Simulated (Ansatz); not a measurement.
Reaction (ligand exchange at the Al–C bond): `[CH3][Al]([F])[SH]` + HBr → `[F][Al]([SH])[Br]` + CH₄

Computed with Ansatz on PBE0-D4/def2-TZVP structures; ΔE is electronic, products minus reactants. CCSD(T)/CBS is the MP2 limit (def2-TZVPP, def2-QZVPP) plus CCSD(T) − MP2 in def2-TZVPP, frozen cores. This one scheme is used for every species. Functionals use def2-TZVPP. For Br outer-core shells are correlated without core-valence functions, which leaves a few kJ/mol of doubt a bond. Scalar relativity is left out up to krypton. Each species was taken in one conformer, which may not be the lowest.

| level | ΔE (kJ/mol) | difference from CCSD(T)/CBS |
| --- | --- | --- |
| PBE-D4 | -150.0 | 8.8 |
| BLYP-D4 | -151.3 | 7.5 |
| PBE0-D4 | -155.6 | 3.2 |
| r2SCAN0-D4 | -161.6 | -2.8 |
| B2PLYP | -157.8 | 1.0 |
| PBE-QIDH | -160.7 | -1.9 |
| r2SCANh | -160.2 | -1.4 |
| r2SCAN0 | -161.6 | -2.8 |
| HF/def2-SVP | -169.2 | -10.4 |
| SCS-MP2/def2-TZVPP | -160.4 | -1.6 |
| CCSD(T)/CBS | -158.8 | 0 |

Largest T1 diagnostic among the species: 0.011.

From BLYP to BHLYP (50 % exact exchange), in def2-TZVPP and without D4, ΔE moves by −11.4 kJ/mol. Leaving LDA and LC-ωPBE aside and taking each functional with its dispersion term where it has one, the values, not all of them listed here, spread over 13.9 kJ/mol, from BHLYP-D4 to PBE-D4. LDA lies +5.8 kJ/mol from PBE without D4.
